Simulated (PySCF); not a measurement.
F: excitation energy

F [He] 2s2 2p5 (2P) → F [He] 2s1 2p6 (2S), as a difference of total energies. Calculation: PySCF 2.14, in x2c-QZVPPall with one added diffuse shell each of s, p, d, f type (8s5p4d3f1g, 73 functions); scalar relativity by spin-free X2C-1e. Correlated levels: valence and next inner shell: nothing frozen. The calculations carry no spin-orbit coupling.

| method | excitation energy (eV) |
| --- | --- |
| UHF | 23.953 |
| MP2 (valence and next inner shell) | 21.870 |
| SCS-MP2 (valence and next inner shell) | 21.780 |
| CCSD (valence and next inner shell) | 21.065 |
| CCSD(T) (valence and next inner shell) | 19.748 |

**Question.** How much does correlation contribute at CCSD(T) (valence and next inner shell)?

**Answer.** 19.748 − (23.953) = -4.205 eV, measured against UHF.

A first-order spin-orbit estimate (lowest level to lowest level, LS coupling) adds 0.018 eV.

The upper state lies above the first ionisation limit, where it may autoionise and the basis confines it.

The coupled-cluster amplitudes are large for the upper state (T1 above 0.03 or a double amplitude above 0.15), so a single reference is strained.
